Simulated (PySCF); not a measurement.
PySCF 2.14 output of an unrestricted LDA calculation on a single atom or ion in aug-cc-pVTZ, with no relativity, point nucleus:

```
SCF conv_tol = 1e-09
number electrons alpha = 13  beta = 9
    P. A. M. Dirac.,  Math. Proc. Cambridge Philos. Soc. 26, 376 (1930)
    F. Bloch.,  Z. Phys. 57, 545 (1929)
    S. H. Vosko, L. Wilk, and M. Nusair.,  Can. J. Phys. 58, 1200 (1980)
cycle= 1 E= -941.323213837996  delta_E= -0.0139  |g|= 0.0328  |ddm|= 2.56
cycle= 2 E= -941.323159240233  delta_E= 5.46e-05  |g|= 0.0358  |ddm|= 0.459
cycle= 3 E= -941.32349275456  delta_E= -0.000334  |g|= 0.00136  |ddm|= 0.247
cycle= 4 E= -941.323493173098  delta_E= -4.19e-07  |g|= 0.000162  |ddm|= 0.0123
cycle= 5 E= -941.323493181099  delta_E= -8e-09  |g|= 9.21e-06  |ddm|= 0.00141
cycle= 6 E= -941.323493181132  delta_E= -3.27e-11  |g|= 7.34e-07  |ddm|= 9.59e-05
converged SCF energy = -941.323493181132  <S^2> = 6.0001621  2S+1 = 5.0000648
```

The run itself started from symmetry-adapted Hartree-Fock orbitals and held the occupation by maximum overlap, on a logarithmic radial grid, so the iterations belong to that start.

Which element, charge and spin multiplicity is this?

V+ (vanadium, charge +1), multiplicity 5; the state was [Ar] 3d3 4p1, one real determinant (an excited configuration).

⟨L²⟩ = 14.00 against 20 for a pure G term, so this real determinant mixes terms.
